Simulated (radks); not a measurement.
Neutral lutetium inside a hard spherical wall (all orbitals vanish at R), configuration held at [Xe] 4f14 5d1 6s2 and not refilled when levels cross. All-electron calculation, scalar-relativistic Kohn-Sham, PBE, spin-unpolarised, spherical densities, point nucleus. Program: a radial shooting solver on a logarithmic mesh with Libxc functionals. Eigenvalues in eV, with the zero of energy where the potential of the charges vanishes at infinity; a dash marks a level that is unbound or too diffuse for the functional's potential to be trusted. A positive occupied level is held by the wall or, in an anion where self-interaction has pushed it up, behind a barrier. The pressure on the wall is -dE/dV.

| R (bohr) | E (hartree) | kinetic (hartree) | e(5p) | e(4f) | e(6s) | e(5d) | e(6p, empty) | e(7s, empty) | pressure (GPa) |
|---|---|---|---|---|---|---|---|---|---|
| free | -14563.3445 | 15915.499 | -31.662 | -9.624 | -4.659 | -1.750 | -1.345 | - | 0 |
| 20 | -14563.3445 | 15915.499 | -31.662 | -9.624 | -4.659 | -1.749 | -1.344 | -0.067 | < 0.0001 |
| 12 | -14563.3442 | 15915.501 | -31.624 | -9.586 | -4.636 | -1.717 | -1.270 | 0.854 | 0.00391 |
| 10 | -14563.3427 | 15915.513 | -31.508 | -9.469 | -4.556 | -1.616 | -1.078 | 2.044 | 0.0386 |
| 7 | -14563.3121 | 15915.694 | -30.434 | -8.378 | -3.661 | -0.646 | 0.577 | 8.560 | 1.53 |
| 3.5 | -14561.9363 | 15920.879 | -20.459 | 2.644 | 16.134 | 11.689 | 29.315 | 83.017 | 359 |
| 3 | -14560.4608 | 15926.361 | -14.606 | 9.446 | 33.026 | 20.034 | 51.137 | 131.65 | 1160 |
| 2.5 | -14556.6737 | 15940.092 | -2.422 | 22.863 | 70.128 | 37.196 | 95.911 | 224.94 | 4550 |
| 2 | -14545.2063 | 15978.975 | 27.980 | 51.905 | 161.63 | 78.231 | 199.71 | 427.32 | 23300 |
| 1.5 | -14501.5701 | 16114.593 | 126.85 | 124.15 | 429.87 | 201.67 | 489.13 | 954.75 | 177000 |
